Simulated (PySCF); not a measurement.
## Scandium: a sound run and one with changed settings

Sound run: Sc⁺ [Ar] 3d1 4s1, Sc²⁺ [Ar] 3d1. Computed with PySCF 2.14 in 6-31G* (5s4p2d1f, 34 functions), with no relativity, point nucleus. In the sound run the correlated levels freeze [Ar]. The sound run starts from symmetry-adapted Hartree-Fock orbitals and uses a fine grid where one is needed.

Changed run: the spin-free X2C one-electron Hamiltonian (Gaussian nucleus). This setting is unsound on purpose.

| species | method | sound run (hartree) | changed run (hartree) | converged |
| --- | --- | --- | --- | --- |
| Sc⁺ | UHF | -759.47888 | -762.52380 | yes |
| Sc⁺ | M06-L | n/a | -763.32083 | no |
| Sc⁺ | B3LYP | -760.33612 | -763.38070 | yes |
| Sc⁺ | MP2 | -759.48027 | -762.52519 | yes |
| Sc²⁺ | UHF | -759.03204 | -762.07525 | yes |
| Sc²⁺ | M06-L | -759.83642 | -762.87986 | yes |
| Sc²⁺ | B3LYP | -759.85878 | -762.90156 | yes |

Ionisation energy of Sc⁺:

```
 method  sound run (eV)  changed run (eV)
    UHF          12.159            12.206
  B3LYP          12.989            13.038
    MP2          12.197            12.243
SCS-MP2          12.172            12.218
```

Most of the change in total energy is the relativistic energy itself. On top of that the contraction fixes the core shape for the Hamiltonian it was made with, so the changed run is not a good calculation with the other Hamiltonian either.

For comparison, NIST gives 12.800 eV between the lowest levels.
